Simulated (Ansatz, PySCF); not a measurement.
C2H9GaN, SMILES [CH3][Ga]([CH3])<-[NH3] (connectivity only; charge and spin as stated), neutral, multiplicity 2. Atoms are numbered in the order given.

```xyz
13

Ga     0.2144     0.0057     0.2488
C      0.9343     1.0333    -1.3185
H      1.8069     0.5524    -1.7903
H      1.2522     2.0403    -1.0016
H      0.1512     1.1651    -2.0888
C     -1.6428     0.4814     0.8447
H     -2.1019    -0.2846     1.4910
H     -2.3022     0.6395    -0.0294
H     -1.6305     1.4231     1.4180
N     -0.3367    -1.8114    -0.8710
H     -1.0064    -1.5912    -1.6127
H     -0.7696    -2.5128    -0.2681
H      0.4748    -2.2462    -1.3128
```
Charge 0, spin multiplicity 2.

Coordinates come from a r2SCAN-D4/def2-SVP optimisation. The multiplicity is an assumed one; no other spin state was optimised. The isomer is the one that the SMILES or the coordinates give; other isomers of the formula were not compared.

Two levels are set side by side: PBE-D3(BJ)/def2-SVP (Ansatz, a program for electronic structure) and r2SCAN-D4/def2-SVP (Ansatz). Each level has its own optimised geometry; the coordinates shown are those of the second. Frequencies come from the Hessian of PySCF at each geometry. Differences are taken from unrounded values.

| quantity | r2SCAN-D4 |
|---|---|
| mean bond length (Å) | 1.326 |
| bond Ga1–C2 (Å) | 2.008 |
| bond Ga1–C6 (Å) | 2.008 |
| bond Ga1–N10 (Å) | 2.204 |
| bond C2–H3 (Å) | 1.102 |
| bond C2–H4 (Å) | 1.103 |
| bond C2–H5 (Å) | 1.106 |
| bond C6–H7 (Å) | 1.102 |
| bond C6–H8 (Å) | 1.106 |
| bond C6–H9 (Å) | 1.103 |
| bond N10–H11 (Å) | 1.023 |
| bond N10–H12 (Å) | 1.021 |
| bond N10–H13 (Å) | 1.021 |
| highest harmonic wavenumber (cm⁻¹) | 3606 |
| mean harmonic wavenumber (cm⁻¹) | 1434 |
| zero-point energy (kcal/mol) | 67.66 |

Task: What does PBE-D3(BJ) give, and how far is it from r2SCAN-D4? (Estimate from the structure and the level; the computed values follow.)

Result: 
```json
[
 {"quantity": "mean bond length (Å)", "PBE-D3(BJ)": "1.337", "PBE-D3(BJ) minus r2SCAN-D4": "0.011"},
 {"quantity": "bond Ga1–C2 (Å)", "PBE-D3(BJ)": "2.026", "PBE-D3(BJ) minus r2SCAN-D4": "0.018"},
 {"quantity": "bond Ga1–C6 (Å)", "PBE-D3(BJ)": "2.026", "PBE-D3(BJ) minus r2SCAN-D4": "0.018"},
 {"quantity": "bond Ga1–N10 (Å)", "PBE-D3(BJ)": "2.236", "PBE-D3(BJ) minus r2SCAN-D4": "0.032"},
 {"quantity": "bond C2–H3 (Å)", "PBE-D3(BJ)": "1.109", "PBE-D3(BJ) minus r2SCAN-D4": "0.007"},
 {"quantity": "bond C2–H4 (Å)", "PBE-D3(BJ)": "1.110", "PBE-D3(BJ) minus r2SCAN-D4": "0.007"},
 {"quantity": "bond C2–H5 (Å)", "PBE-D3(BJ)": "1.113", "PBE-D3(BJ) minus r2SCAN-D4": "0.007"},
 {"quantity": "bond C6–H7 (Å)", "PBE-D3(BJ)": "1.109", "PBE-D3(BJ) minus r2SCAN-D4": "0.007"},
 {"quantity": "bond C6–H8 (Å)", "PBE-D3(BJ)": "1.113", "PBE-D3(BJ) minus r2SCAN-D4": "0.007"},
 {"quantity": "bond C6–H9 (Å)", "PBE-D3(BJ)": "1.110", "PBE-D3(BJ) minus r2SCAN-D4": "0.007"},
 {"quantity": "bond N10–H11 (Å)", "PBE-D3(BJ)": "1.031", "PBE-D3(BJ) minus r2SCAN-D4": "0.008"},
 {"quantity": "bond N10–H12 (Å)", "PBE-D3(BJ)": "1.029", "PBE-D3(BJ) minus r2SCAN-D4": "0.007"},
 {"quantity": "bond N10–H13 (Å)", "PBE-D3(BJ)": "1.029", "PBE-D3(BJ) minus r2SCAN-D4": "0.007"},
 {"quantity": "highest harmonic wavenumber (cm⁻¹)", "PBE-D3(BJ)": "3519", "PBE-D3(BJ) minus r2SCAN-D4": "-87"},
 {"quantity": "mean harmonic wavenumber (cm⁻¹)", "PBE-D3(BJ)": "1396", "PBE-D3(BJ) minus r2SCAN-D4": "-38"},
 {"quantity": "zero-point energy (kcal/mol)", "PBE-D3(BJ)": "65.86", "PBE-D3(BJ) minus r2SCAN-D4": "-1.80"}
]
```
